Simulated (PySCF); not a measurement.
Species, as SMILES: [SiH]F (F-SiH) (closed-shell singlet).
Geometry (B3LYP-D3(BJ)/def2-TZVP, fixed):
```xyz
3

Si    -0.2468    -0.3148     0.4521
H     -0.9813    -1.2112    -0.5591
F      0.4929     0.6243    -0.6411
```
Charge 0, spin multiplicity 1.

How fast the isotropic shielding of F3 converges with the basis for several methods (PySCF): deviation from each method's own reference, in ppm. References: HF 162.21 ppm, the value in pcSseg-3; PBE 19.47 ppm, the value in pcSseg-3; PBE0 64.47 ppm, the value in pcSseg-3. All functions are spherical. Core-valence sets carry the plain set on hydrogen. No added dispersion term, no relativity. GIAO; atoms are numbered in the order shown.

| basis | functions | HF | PBE | PBE0 |
|---|---|---|---|---|
| 6-31G | 24 | -34.38 | -139.08 | -106.99 |
| pcseg-0 | 24 | 0.91 | -112.85 | -79.00 |
| def2-SV(P) | 34 | -2.47 | -33.90 | -21.64 |
| cc-pV(D+d)Z | 42 | -14.14 | -36.58 | -28.36 |
| pcSseg-1 | 46 | -16.82 | -56.64 | -40.75 |
| def2-TZVPP | 87 | -7.50 | -6.95 | -6.41 |
| def2-TZVPD | 92 | -0.82 | 7.37 | 4.56 |
| def2-TZVPPD | 105 | -0.24 | 7.58 | 4.91 |
| cc-pCVTZ | 116 | -5.91 | -15.33 | -11.33 |
| aug-pcseg-2 | 119 | -5.37 | 1.73 | -0.48 |
| cc-pV(Q+d)Z | 149 | -0.36 | 0.99 | 0.86 |
| pcseg-3 | 157 | -4.30 | -0.24 | -1.64 |

Mean absolute deviation over def2-TZVPP, def2-TZVPD, def2-TZVPPD, cc-pCVTZ, aug-pcseg-2: HF 3.97, PBE0 5.54, PBE 7.79 ppm.
